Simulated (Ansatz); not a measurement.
GeI2, singlet, at a GFN2-xTB geometry (core potentials on I); BHLYP/def2-SVPD in Ansatz (a program for electronic structure).

Here is a job for Ansatz.
Ansatz 0.2 input:
```yaml
crystal:
  periodic: [false, false, false]
  atoms:
    - {symbol: Ge, position_ang: [0.00153259, -0.00969248, 1.22657057]}
    - {symbol: I, position_ang: [1.01567043, -1.73555606, -0.38529276]}
    - {symbol: I, position_ang: [-1.01659577, 1.74140812, -0.35527815]}
basis:
  gaussian:
    orbitals: def2-SVPD
hamiltonian:
  xc: {name: BHLYP}
```

The log (banner, timings and long lists left out):

```
Functional definition: BHLYP
1250 factors; integrals over basis functions are off by at most 2.1e-4 eV
mean field evaluation 1: about -72710.7767 eV, gradient 1.6e1 eV
mean field evaluation 2: about -72710.0262 eV, gradient 2.4e1 eV
mean field evaluation 4: about -72711.7578 eV, gradient 8.8e-1 eV
mean field evaluation 8: about -72711.7933 eV, gradient 2.9e-2 eV
mean field evaluation 16: about -72711.7934 eV, gradient 1.8e-5 eV
mean field -72711.79335729 eV, -2672.1091200566 hartree, gradient 1.8e-5 eV, S^2 0.000000; 0 other end points of the search recorded, 0 dependent functions left out
reference -72711.79352592 eV, -2672.1091262537 hartree; 41, 41 occupied and 67, 67 virtual orbitals, 1250 factors
Total energy: -72711.79352592 eV, -2672.1091262537 hartree
```
